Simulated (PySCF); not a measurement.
Species: C4H6F2N (charge +1).
Cartesian coordinates in Å at the GFN2-xTB level; atoms count from 1:
```xyz
13
C4H6F2N angstrom
C      2.5548    0.3252   -0.1054
N      1.2206    0.1025    0.1113
C      0.1072   -0.0901    0.3173
C     -1.2861   -0.3035    0.4416
C     -1.9586   -0.1237   -0.9511
F     -1.4302   -1.0026   -1.8159
F     -1.6943    1.1063   -1.4171
H      3.1359   -0.5118    0.2891
H      2.8577    1.2505    0.3906
H      2.7316    0.4153   -1.1806
H     -1.7152    0.4207    1.1435
H     -1.4795   -1.3198    0.8037
H     -3.0482   -0.2686   -0.9061
```

Computed at PBE0/pcSseg-1 (PySCF, non-relativistic), with Q(14N) = 0.02044 b: N2, 14N (I = 1): χzz = 0.248 MHz, η = 0.194.

**Question.** Where would the pure quadrupole (NQR) lines of 14N at N2 fall for the rigid, isolated species?

**Answer.** From ν± = (3/4)|χ|(1 ± η/3) and ν0 = |χ|η/2: ν+ 0.198 MHz, ν− 0.174 MHz, ν0 0.024 MHz (nitrogen bonded to 2 C).

In a crystal, neighbours and librations shift these lines. GFN2-xTB bond lengths can be off by several hundredths of an ångström, more for odd bonds, and the gradients follow them. With so small a basis the couplings can be 20 % off.

These values come from a run that also computed NMR shieldings. The run took about 60 s of CPU time (with the writing of density and orbital grids) (one thread, shared machine).

One conformer stands for the species.
